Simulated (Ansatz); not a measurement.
C$_{3}$H$_{7}$B, SMILES `B1CCC1`. The species carries charge 0 and has multiplicity 1. All single points use the PBE0-D4/def2-TZVP geometry.

```xyz
11

B     1.022    0.004    0.414
C     0.482    0.651   -0.883
C    -0.780    0.247   -0.026
C    -0.104   -1.042    0.583
H     1.587    0.576    1.300
H     0.463    0.049   -1.789
H     0.646    1.703   -1.104
H    -1.661    0.031   -0.628
H    -1.047    0.991    0.726
H    -0.421   -1.380    1.567
H    -0.188   -1.832   -0.160
```

Task: What is the dipole moment at r2SCAN/def2-TZVPP? (An estimate is asked.)

Result: Ansatz gave: 1.09 D, with components (-0.98, -0.07, -0.47) D in this frame, pointing from negative to positive charge.

Task: And with PBE, B3LYP, ωB97M-V? (An estimate is asked.)

Result: Ansatz gave: PBE 1.13 D, B3LYP 1.01 D, ωB97M-V 1.00 D.

Task: Give the Mulliken charges with r2SCAN, ωB97M-V, B3LYP in def2-TZVPP. (Best estimate.)

Result: Ansatz gave: 
| atom | r2SCAN | ωB97M-V | B3LYP |
| --- | --- | --- | --- |
| B1 | 0.13 | 0.02 | 0.11 |
| C2 | -0.17 | -0.26 | -0.23 |
| C3 | -0.12 | -0.24 | -0.21 |
| C4 | -0.17 | -0.26 | -0.23 |
| H5 | -0.02 | 0.07 | 0.00 |
| H6 | 0.06 | 0.12 | 0.09 |
| H7 | 0.05 | 0.10 | 0.09 |
| H8 | 0.06 | 0.12 | 0.10 |
| H9 | 0.06 | 0.13 | 0.10 |
| H10 | 0.05 | 0.10 | 0.09 |
| H11 | 0.06 | 0.12 | 0.09 |

B3LYP here is the variant with VWN-RPA as its local correlation; programs differ in this.
